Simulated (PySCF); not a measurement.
This PySCF input asks for the NMR shieldings of `InChI=1S/CH7BNP/c1-2(3)4/h3-4H2,1H3`; the geometry comes from PBE0-D3(BJ)/def2-SVP.

```python
import basis_set_exchange as bse
import numpy as np
from pyscf import gto, dft
from pyscf.prop import nmr

atoms = """
C    -0.147895    1.390812    0.491467
B     0.037535   -0.155203    0.232245
N    -1.020238   -0.939952   -0.232036
P     1.719244   -1.004308    0.704768
H     0.492385    1.972380   -0.193006
H    -1.186058    1.733937    0.354262
H     0.169023    1.663950    1.511447
H    -1.942143   -0.557212   -0.403899
H    -0.951794   -1.930561   -0.423776
H     2.575049   -0.092084    0.020064
H     1.755216   -1.999850   -0.318521
"""
names = dict.fromkeys(["C", "B", "N", "P", "H"], "pcSseg-1")
basis = {el: gto.basis.parse(bse.get_basis(n, elements=[el], fmt="nwchem")) for el, n in names.items()}
mol = gto.M(atom=atoms, basis=basis, charge=0, verbose=0)
mf = dft.RKS(mol, xc="PBE0")
mf.grids.level = 2
mf.grids.alignment = dft.numint.BLKSIZE   # the property module wants whole blocks of grid points
mf.conv_tol = 1e-9
mf.kernel()

calc = nmr.RKS(mf)   # GIAO
C = mf.mo_coeff
Co = C[:, mf.mo_occ > 0]
resp = mf.gen_response(singlet=True, hermi=2)
def vind(x):   # induced exchange potential for any number of trial vectors
    d = np.einsum("pi,xij,qj->xpq", C, 2 * x.reshape(-1, C.shape[1], Co.shape[1]), Co, optimize=True)
    return np.einsum("xpq,pi,qj->xij", resp(d - d.transpose(0, 2, 1)), C, Co, optimize=True).ravel()
mo1, _ = nmr.rhf.solve_mo1(calc, with_cphf=vind)
sigma = calc.kernel(mo1)
for i, s in enumerate(sigma):   # ppm
    w = np.linalg.eigvalsh((s + s.T) / 2)
    print("%2d %-2s iso %8.1f  s11 %8.1f  s22 %8.1f  s33 %8.1f" % (i, mol.atom_pure_symbol(i), w.mean(), *w))
```

Question: Give the expected output.

Answer: 
```
 0 C  iso    176.0  s11    161.5  s22    173.5  s33    192.9
 1 B  iso     51.4  s11     10.6  s22     27.7  s33    115.9
 2 N  iso    149.9  s11     59.6  s22    189.5  s33    200.7
 3 P  iso    545.7  s11    476.9  s22    556.1  s33    603.9
 4 H  iso     30.7  s11     26.8  s22     29.1  s33     36.2
 5 H  iso     31.1  s11     27.1  s22     29.0  s33     37.0
 6 H  iso     30.5  s11     26.3  s22     29.5  s33     35.8
 7 H  iso     27.3  s11     22.5  s22     24.3  s33     35.0
 8 H  iso     27.4  s11     22.1  s22     25.9  s33     34.3
 9 H  iso     29.3  s11     24.5  s22     27.8  s33     35.6
10 H  iso     29.4  s11     24.8  s22     27.3  s33     36.1
```

These numbers come from an equivalent density-fitted implementation of the same equations, which agrees with the script to about 0.01 ppm for H and up to a few tenths of a ppm for heavy atoms, so last digits may differ.

Size and cost of the density-fitted run: 110 basis functions, 7.4 s wall time on 1 thread of an Arm Neoverse V1, shared host.
